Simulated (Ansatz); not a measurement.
Cost and result for the atomization energy of C₂H₅BF (`[CH2]B(C)F`) radical (9 atoms, 8 bonds).

```xyz
9

C     1.333   -0.457    0.639
B     0.354    0.152   -0.375
C    -1.198    0.232   -0.211
F     0.884    0.656   -1.500
H     2.405   -0.484    0.464
H     1.009   -0.891    1.579
H    -1.565   -0.173    0.732
H    -1.688   -0.307   -1.030
H    -1.534    1.271   -0.297
```

The species carries charge 0 and has multiplicity 2. All single points use the PBE0-D4/def2-TZVP geometry. Program: Ansatz. All runs use 4 threads of an Arm Neoverse V2 on a shared host. Times are those of one run each, without the atoms' runs, and a repeat can differ threefold. Electronic energies, without spin–orbit coupling; frozen cores. CCSD(T)/CBS adds CCSD(T) − MP2 in def2-TZVPP to the MP2 limit, and its time is that of the two runs behind it. T1 = 0.012; ⟨S²⟩ of the reference is 0.76. B3LYP takes the VWN-RPA correlation (the form of Gaussian; ORCA's B3LYP/G).

CCSD(T)/CBS is a level of theory with its own doubt, some kJ/mol a heavy atom from the limit and from the frozen cores, so smaller differences don't rank the functionals.

```tsv
level	functions	wall time	atomization (kJ/mol)	difference from CCSD(T)/CBS	per bond
BLYP-D4/def2-TZVPP	194	1.4 s	3585.6	13.4	1.7
PBE-D4/def2-TZVPP (with forces)	194	1.6 s	3661.7	89.5	11.2
PBE0-D4/def2-TZVPP	194	1.8 s	3614.6	42.4	5.3
BHLYP-D4/def2-TZVPP	194	1.9 s	3520.4	-51.8	-6.5
CAM-B3LYP-D4/def2-TZVPP	194	2 s	3620.4	48.2	6.0
B3LYP-D4/def2-TZVPP (with forces)	194	2.1 s	3599.8	27.6	3.5
r2SCAN-D4/def2-TZVPP (with forces)	194	3.2 s	3623.4	51.2	6.4
r2SCANh-D4/def2-TZVPP	194	3.4 s	3606.2	34.0	4.2
CCSD(T)/def2-SVP	81	3.9 s	3447.4	-124.8	-15.6
ωB97M-V/def2-TZVPP (with forces)	194	6.5 s	3599.7	27.5	3.4
MP2/def2-QZVPP	378	9 s	3602.2	30.0	3.7
CCSD(T)/def2-TZVPP	194	100 s	3501.1	-71.1	-8.9
CCSD(T)/CBS(def2)	–	110 s	3572.2	0.0	0.0
```

Leaving LDA and LC-ωPBE aside and taking each functional with its dispersion term where it has one, the values spread over 141.3 kJ/mol, from BHLYP-D4 to PBE-D4. LDA lies +409.5 kJ/mol from PBE without D4, its usual overbinding. At CCSD(T), def2-SVP lies −124.8 kJ/mol from the extrapolated value and def2-TZVPP −71.1 kJ/mol: correlation converges slowly with the basis, and small sets miss more of it in the bonded molecule than in its fragments. In def2-TZVPP, CCSD(T) changes the Hartree–Fock value by +698.2 kJ/mol (the triples alone add +37.6 kJ/mol) and MP2 by +757.5 kJ/mol; breaking electron pairs costs correlation energy, which Hartree–Fock lacks.
